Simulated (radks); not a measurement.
Results of a calculation; reference values are marked as such.
Au II, configuration [Xe] 4f14 5d10 (the NIST ground configuration).

Level of theory: Dirac Kohn-Sham, PBEsol, spin-unpolarised, spherical densities, point nucleus (a radial shooting solver on a logarithmic mesh with Libxc functionals).

Energy parts (eV):
part                       energy
total                  -518171.89
kinetic                 595488.09
electron-nucleus      -1304928.06
Hartree                 201063.21
exchange-correlation     -9795.13

Orbitals (lengths in bohr, moments of r in powers of bohr):
\begin{tabular}{lrrrrr}
orbital & occ. & eigenvalue (eV) & <r> & <r^4> & small-component weight \\ \hline
1s1/2 & 2 & -80636.68 & 0.01686 & 4.248e-07 & 9.00e-02 \\
2s1/2 & 2 & -14223.06 & 0.07046 & 0.00006189 & 2.06e-02 \\
2p1/2 & 2 & -13638.57 & 0.05799 & 0.00003679 & 2.07e-02 \\
2p3/2 & 4 & -11803.66 & 0.06654 & 0.00005701 & 1.84e-02 \\
3s1/2 & 2 & -3362.879 & 0.1833 & 0.002252 & 6.88e-03 \\
3p1/2 & 2 & -3100.380 & 0.1736 & 0.001965 & 6.83e-03 \\
3p3/2 & 4 & -2695.511 & 0.1893 & 0.002713 & 6.16e-03 \\
3d3/2 & 4 & -2260.116 & 0.1648 & 0.001800 & 6.05e-03 \\
3d5/2 & 6 & -2173.091 & 0.1696 & 0.001983 & 5.87e-03 \\
4s1/2 & 2 & -736.1441 & 0.4070 & 0.05067 & 2.33e-03 \\
4p1/2 & 2 & -624.2862 & 0.4094 & 0.05413 & 2.24e-03 \\
4p3/2 & 4 & -527.0997 & 0.4436 & 0.07416 & 1.98e-03 \\
4d3/2 & 4 & -344.2214 & 0.4520 & 0.08881 & 1.78e-03 \\
4d5/2 & 6 & -326.1253 & 0.4632 & 0.09773 & 1.71e-03 \\
5s1/2 & 2 & -116.6733 & 0.9280 & 1.363 & 5.86e-04 \\
4f5/2 & 6 & -91.5375 & 0.4954 & 0.1826 & 1.34e-03 \\
4f7/2 & 8 & -87.7257 & 0.5024 & 0.1938 & 1.31e-03 \\
5p1/2 & 2 & -80.4224 & 1.004 & 1.969 & 5.01e-04 \\
5p3/2 & 4 & -63.9097 & 1.104 & 2.919 & 4.20e-04 \\
5d3/2 & 4 & -16.3309 & 1.535 & 14.94 & 2.24e-04 \\
5d5/2 & 6 & -14.7583 & 1.604 & 18.22 & 2.06e-04 \\
\end{tabular}

The highest occupied level is 5d5/2 at -14.758 eV. Summed over all electrons, <r^2> = 48.38 bohr^2, which gives a Langevin (diamagnetic) susceptibility term of -38.3 x 10^-6 cm^3/mol.
